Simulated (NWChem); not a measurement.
The numbers come from NWChem runs, not from measurements. System: F$_{3}$In, charge 0, spin multiplicity 1, at a geometry optimised with PBE0/def2-SVP with def2 effective core potentials on In. The structure started from a generated list of species. Level: B3LYP/def2-SVP with def2 effective core potentials on In, VWN1-RPA local correlation.

Input file:

```
start mol
memory heap 200 mb stack 900 mb global 1100 mb
geometry units angstroms nocenter noautoz noautosym
  In     0.000000     0.000000     0.000047
  F      0.000000     0.000000     1.935126
  F     -1.675728     0.000000    -0.967691
  F      1.675728     0.000000    -0.967691
end
basis spherical
  * library def2-svp
end
ecp
  In library def2-ecp
end
dft
  xc b3lyp
  semidirect memsize 60000000 filesize 0
  iterations 100
end
task dft energy
```

NWChem printed:

```
             Northwest Computational Chemistry Package (NWChem) 7.3.0
             --------------------------------------------------------

                                NWChem Input Module
                                -------------------

 Scaling coordinates for geometry "geometry" by  1.889725989
 (inverse scale =  0.529177249)

                             Geometry "geometry" -> ""
                             -------------------------

 Output coordinates in angstroms (scale by  1.889725989 to convert to a.u.)

  No.       Tag          Charge          X              Y              Z
 ---- ---------------- ---------- -------------- -------------- --------------
    1 In                  49.0000     0.00000000     0.00000000     0.00004700
    2 F                    9.0000     0.00000000     0.00000000     1.93512600
    3 F                    9.0000    -1.67572800     0.00000000    -0.96769100
    4 F                    9.0000     1.67572800     0.00000000    -0.96769100

 Effective nuclear repulsion energy (a.u.)     400.1591340937

            Nuclear Dipole moment (a.u.)
            ----------------------------
        X                 Y               Z
 ---------------- ---------------- ----------------
     0.0000000000     0.0000000000    -0.0000018897


 Summary of "ao basis" -> "" (spherical)
 ------------------------------------------------------------------------------
       Tag                 Description            Shells   Functions and Types
 ---------------- ------------------------------  ------  ---------------------
 *                          def2-svp                  on all atoms

                                 NWChem DFT Module
                                 -----------------

 Summary of "ao basis" -> "ao basis" (spherical)
 ------------------------------------------------------------------------------
       Tag                 Description            Shells   Functions and Types
 ---------------- ------------------------------  ------  ---------------------
 In                         def2-svp                10       26   4s4p2d
 F                          def2-svp                 6       14   3s2p1d

 Summary of "ao basis" -> "ao basis" (spherical)
 ------------------------------------------------------------------------------
       Tag                 Description            Shells   Functions and Types
 ---------------- ------------------------------  ------  ---------------------
 In                         def2-svp                10       26   4s4p2d
 F                          def2-svp                 6       14   3s2p1d

            General Information
            -------------------
          SCF calculation type: DFT
          Wavefunction type:  closed shell.
          No. of atoms     :     4
          No. of electrons :    48
           Alpha electrons :    24
            Beta electrons :    24
          Charge           :     0
          Spin multiplicity:     1
          Use of symmetry is: off; symmetry adaption is: off
          Maximum number of iterations: 100
          AO basis - number of functions:    68
                     number of shells:    28
          Convergence on energy requested:  1.00D-06
          Convergence on density requested:  1.00D-05
          Convergence on gradient requested:  5.00D-04

              XC Information
              --------------
                         B3LYP Method XC Potential
                     Hartree-Fock (Exact) Exchange  0.200
                        Slater Exchange Functional  0.800 local
                    Becke 1988 Exchange Functional  0.720 non-local
              Lee-Yang-Parr Correlation Functional  0.810
                  VWN I RPA Correlation Functional  0.190 local

             Grid Information
             ----------------
          Grid used for XC integration:  medium
          Radial quadrature: Mura-Knowles
          Angular quadrature: Lebedev.
          Tag              B.-S. Rad. Rad. Pts. Rad. Cut. Ang. Pts.
          ---              ---------- --------- --------- ---------
          In                  1.55      123           7.0       590
          F                   0.50       49           8.0       434
          Grid pruning is: on
          Number of quadrature shells:   270
          Spatial weights used:  Erf1

          Convergence Information
          -----------------------
          Convergence aids based upon iterative change in
          total energy or number of iterations.
          Levelshifting, if invoked, occurs when the
          HOMO/LUMO gap drops below (HL_TOL):  1.00D-02
          DIIS, if invoked, will attempt to extrapolate
          using up to (NFOCK): 10 stored Fock matrices.

                    Damping( 0%)  Levelshifting(0.5)       DIIS
                  --------------- ------------------- ---------------
          dE  on:    start            ASAP                start
          dE off:    2 iters        100 iters           100 iters

      Screening Tolerance Information
      -------------------------------
          Density screening/tol_rho:  1.00D-10
          AO Gaussian exp screening on grid/accAOfunc:  14
          CD Gaussian exp screening on grid/accCDfunc:  20
          XC Gaussian exp screening on grid/accXCfunc:  20
          Schwarz screening/accCoul:  1.00D-08

      Superposition of Atomic Density Guess
      -------------------------------------

 Sum of atomic energies:        -515.92783600

      Non-variational initial energy
      ------------------------------

 Total energy =    -486.821530
 1-e energy   =   -1137.905473
 2-e energy   =     457.663760
 HOMO         =      -0.614902
 LUMO         =      -0.162312

------------------------------------------------------------
EAF file 0: "./mol.aoints.0" size=524288 bytes
------------------------------------------------------------
               write      read    awrite     aread      wait
               -----      ----    ------     -----      ----
     calls:        1         0         0         0         0
   data(b): 5.24e+05  0.00e+00  0.00e+00  0.00e+00
   time(s): 0.00e+00  0.00e+00  0.00e+00  0.00e+00  0.00e+00
rate(mb/s): 0.00e+00  0.00e+00
------------------------------------------------------------

   convergence    iter        energy       DeltaE   RMS-Dens  Diis-err    time
 ---------------- ----- ----------------- --------- --------- ---------  ------
 d= 0,ls=0.0,diis     1   -489.3697581382 -6.83D+02  3.75D-02  1.33D+00     0.5
 d= 0,ls=0.0,diis     2   -488.9503087331  4.19D-01  2.09D-02  6.45D+00     0.6
 d= 0,ls=0.0,diis     3   -489.5395176544 -5.89D-01  7.31D-04  5.94D-03     0.7
 d= 0,ls=0.0,diis     4   -489.5399967035 -4.79D-04  9.95D-05  2.77D-04     0.8
 d= 0,ls=0.0,diis     5   -489.5400190704 -2.24D-05  2.44D-05  3.21D-06     0.9
 d= 0,ls=0.0,diis     6   -489.5400193075 -2.37D-07  6.71D-06  2.86D-07     1.0

         Total DFT energy =     -489.540019307504
      One electron energy =    -1139.344166137314
           Coulomb energy =      504.696527035689
    Exchange-Corr. energy =      -48.312562400437
 Nuclear repulsion energy =      193.420182194558

 Numeric. integr. density =       47.999982999468

     Total iterative time =      0.8s

                       DFT Final Molecular Orbital Analysis
                       ------------------------------------

 Vector   22  Occ=2.000000D+00  E=-3.885221D-01
              MO Center= -9.7D-04, -4.1D-11, -5.4D-03, r^2= 4.2D+00
   Bfn.  Coefficient  Atom+Function         Bfn.  Coefficient  Atom+Function
  ----- ------------  ---------------      ----- ------------  ---------------
    30      0.383472  2 F  px                46      0.333351  3 F  pz
    60     -0.332989  4 F  pz                33     -0.281205  2 F  px
    49     -0.244388  3 F  pz                63      0.244147  4 F  pz
    44     -0.193179  3 F  px                58     -0.193124  4 F  px
    47      0.141564  3 F  px                61      0.141521  4 F  px

 Vector   23  Occ=2.000000D+00  E=-3.855799D-01
              MO Center= -4.1D-02,  2.3D-09, -4.3D-01, r^2= 3.9D+00
   Bfn.  Coefficient  Atom+Function         Bfn.  Coefficient  Atom+Function
  ----- ------------  ---------------      ----- ------------  ---------------
    46      0.417326  3 F  pz                60      0.410209  4 F  pz
    32      0.280916  2 F  pz                49     -0.279657  3 F  pz
    63     -0.274138  4 F  pz                19     -0.191933  1 In d  0
    35     -0.174171  2 F  pz                21      0.110810  1 In d  2
    44     -0.092572  3 F  px                16     -0.089332  1 In pz

 Vector   24  Occ=2.000000D+00  E=-3.855700D-01
              MO Center=  4.2D-02,  8.6D-10,  4.4D-01, r^2= 3.9D+00
   Bfn.  Coefficient  Atom+Function         Bfn.  Coefficient  Atom+Function
  ----- ------------  ---------------      ----- ------------  ---------------
    30      0.459025  2 F  px                58      0.328480  4 F  px
    44      0.320956  3 F  px                33     -0.311860  2 F  px
    20     -0.221617  1 In d  1              61     -0.210972  4 F  px
    47     -0.205156  3 F  px                60      0.096137  4 F  pz
    14     -0.089335  1 In px                11      0.081059  1 In px

 Vector   25  Occ=0.000000D+00  E=-1.356884D-01
              MO Center=  7.2D-09, -1.4D-07,  1.8D-04, r^2= 3.3D+00
   Bfn.  Coefficient  Atom+Function         Bfn.  Coefficient  Atom+Function
  ----- ------------  ---------------      ----- ------------  ---------------
     4      0.668135  1 In s                  3      0.556859  1 In s
     1     -0.375255  1 In s                 32     -0.246095  2 F  pz
    44      0.213065  3 F  px                58     -0.213066  4 F  px
    35      0.206985  2 F  pz                47     -0.179199  3 F  px
    61      0.179200  4 F  px                29     -0.173368  2 F  s

 Vector   26  Occ=0.000000D+00  E=-6.508829D-02
              MO Center=  2.1D-07, -2.9D-09,  6.5D-05, r^2= 4.1D+00
   Bfn.  Coefficient  Atom+Function         Bfn.  Coefficient  Atom+Function
  ----- ------------  ---------------      ----- ------------  ---------------
    12      0.613710  1 In py                15      0.535642  1 In py
    31      0.159704  2 F  py                45      0.159694  3 F  py
    59      0.159695  4 F  py                 9     -0.157892  1 In py
     6     -0.145669  1 In py                34     -0.142763  2 F  py
    48     -0.142746  3 F  py                62     -0.142748  4 F  py

 Vector   27  Occ=0.000000D+00  E= 3.348252D-02
              MO Center=  7.6D-04, -3.4D-08,  2.3D-01, r^2= 6.6D+00
   Bfn.  Coefficient  Atom+Function         Bfn.  Coefficient  Atom+Function
  ----- ------------  ---------------      ----- ------------  ---------------
    14      0.997201  1 In px                43      0.298886  3 F  s
    57     -0.298326  4 F  s                 11      0.266464  1 In px
    30      0.157083  2 F  px                33     -0.139486  2 F  px
    46     -0.105488  3 F  pz                60      0.105801  4 F  pz
    42      0.098623  3 F  s                 56     -0.098438  4 F  s

 center of mass
 --------------
 x =   0.00000000 y =   0.00000000 z =   0.00000590

 moments of inertia (a.u.)
 ------------------
         381.120893596431           0.000000000000           0.000000000000
           0.000000000000         762.144380651749           0.000000000000
           0.000000000000           0.000000000000         381.023487055318

     Multipole analysis of the density
     ---------------------------------

     L   x y z        total         alpha         beta         nuclear
     -   - - -        -----         -----         ----         -------
     0   0 0 0     -0.000000    -24.000000    -24.000000     48.000000

     1   1 0 0      0.000021      0.000010      0.000010      0.000000
     1   0 1 0      0.000000      0.000000      0.000000      0.000000
     1   0 0 1      0.000656      0.001572      0.001572     -0.002489

     2   2 0 0    -32.484970   -106.492490   -106.492490    180.500010
     2   1 1 0     -0.000000     -0.000000     -0.000000      0.000000
     2   1 0 1     -0.000051     -0.000026     -0.000026      0.000000
     2   0 2 0    -23.272290    -11.636145    -11.636145      0.000000
     2   0 1 1      0.000000      0.000000      0.000000      0.000000
     2   0 0 2    -32.485751   -106.515952   -106.515952    180.546153

 Task  times  cpu:        1.0s     wall:        1.0s

 Total times  cpu:        1.0s     wall:        1.0s
```
